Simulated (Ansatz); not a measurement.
## Ligand exchange: C5H9Br + GaH2(OH) → C5H10O + GaH2Br

Species: C5H9Br (bromocyclopentane) `BrC1CCCC1`, singlet; GaH2(OH), singlet; C5H10O (cyclopentanol) `OC1CCCC1`, singlet; GaH2Br `[GaH2][Br]`, singlet. The partners trade Br for OH: C–Br and Ga–OH bonds give way to C–OH and Ga–Br.

Shapes, held fixed at every level: PBE0-D4/def2-TZVP. Flexible molecules stand in one conformer, not always the lowest. Programs: Ansatz 0.2.0. The zero-point and thermal change to 298 K, harmonic and unscaled (PBE0-D4/def2-TZVP), is +2.6 kJ/mol.

Estimate ΔH(298 K) of this reaction.

The highest level, CCSD(T)/def2-TZVPP, gives ΔH(298 K) = -30.0 kJ/mol; the levels span -56.7 to -30.0. The column of differences is taken from that level and isn't an error. No measured value is set beside it here. Relativity is left out for Br, Ga. Outer-core shells of Br, Ga are correlated, in sets that cover them unevenly.

```
                level                    kind  ΔH(298 K) (kJ/mol)  less CCSD(T)/def2-TZVPP
        HF/def2-TZVPP            Hartree–Fock               -56.7                    -26.7
 r2SCAN-D4/def2-TZVPP                meta-GGA               -37.7                     -7.7
  B3LYP-D4/def2-TZVPP           global hybrid               -36.3                     -6.3
r2SCAN0-D4/def2-TZVPP           global hybrid               -43.9                    -13.9
   wB97M-V/def2-TZVPP  range-separated hybrid               -39.4                     -9.4
    B2PLYP/def2-TZVPP           double hybrid               -31.9                     -1.9
        CCSD/def2-SVP   coupled cluster or CI               -50.4                    -20.4
   CCSD(T)/def2-TZVPP   coupled cluster or CI               -30.0                      0.0
```
